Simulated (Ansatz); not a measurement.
B6P5H18⁻, a cluster cut from wurtzite BP (hydrogen-capped) was relaxed with PBE-D4 (def2-SVP) in Ansatz in these states: charge -1 singlet, neutral doublet. The geometries follow in no particular order.

A:

Cartesian coordinates in Å:
```
B -0.653 -2.285 -0.153
P 0.260 -1.129 -1.422
P -2.286 0.640 -0.652
B -0.688 0.579 -1.769
B 2.137 -0.867 -0.899
P 0.524 2.040 -1.285
P -0.932 -1.198 1.502
B -2.160 0.296 1.261
B 0.943 -0.846 2.072
P 1.955 0.176 0.787
B 1.382 2.029 0.463
H -1.874 -2.410 -0.358
H -0.043 -3.316 0.054
H 0.260 -1.842 -2.662
H -3.225 -0.248 -1.259
H -2.959 1.882 -0.863
H -1.014 0.687 -2.941
H 2.631 -1.959 -0.662
H 2.737 -0.181 -1.718
H 1.470 2.111 -2.350
H -0.165 3.274 -1.497
H -1.464 -2.073 2.496
H -3.267 0.001 1.687
H -1.684 1.300 1.771
H 1.476 -1.880 2.426
H 0.463 -0.124 2.976
H 3.282 0.201 1.316
H 0.537 2.379 1.274
H 2.358 2.765 0.407
```

B:

```tsv
atom	x (Å)	y (Å)	z (Å)
B1	1.867	-1.276	0.887
P2	1.455	-0.659	-0.932
P3	-1.216	-2.118	0.025
B4	-0.365	-1.243	-1.503
B5	1.696	1.275	-1.183
P6	-1.381	0.357	-1.983
P7	0.505	-0.397	2.006
B8	-1.266	-1.247	1.765
B9	0.534	1.562	1.880
P10	0.338	2.079	-0.002
B11	-1.476	1.873	-0.766
H12	1.753	-2.504	0.955
H13	2.988	-0.864	1.174
H14	2.318	-1.344	-1.848
H15	-0.597	-3.403	0.100
H16	-2.526	-2.541	-0.380
H17	-0.346	-2.015	-2.455
H18	2.825	1.562	-0.793
H19	1.480	1.581	-2.359
H20	-0.873	0.741	-3.262
H21	-2.691	-0.058	-2.396
H22	0.858	-0.702	3.360
H23	-1.470	-2.127	2.600
H24	-2.162	-0.412	1.709
H25	1.658	1.925	2.235
H26	-0.382	2.041	2.547
H27	0.576	3.490	-0.042
H28	-2.295	1.574	0.096
H29	-1.805	2.850	-1.437
```

Judge from the bond lengths which geometry belongs to which state (an estimate).

A is the neutral doublet (B9–P10 1.929 Å, P7–B8 1.949 Å, B1–P7 1.999 Å); B is the charge -1 singlet (B9–P10 1.962 Å, P7–B8 1.979 Å, B1–P7 1.970 Å).
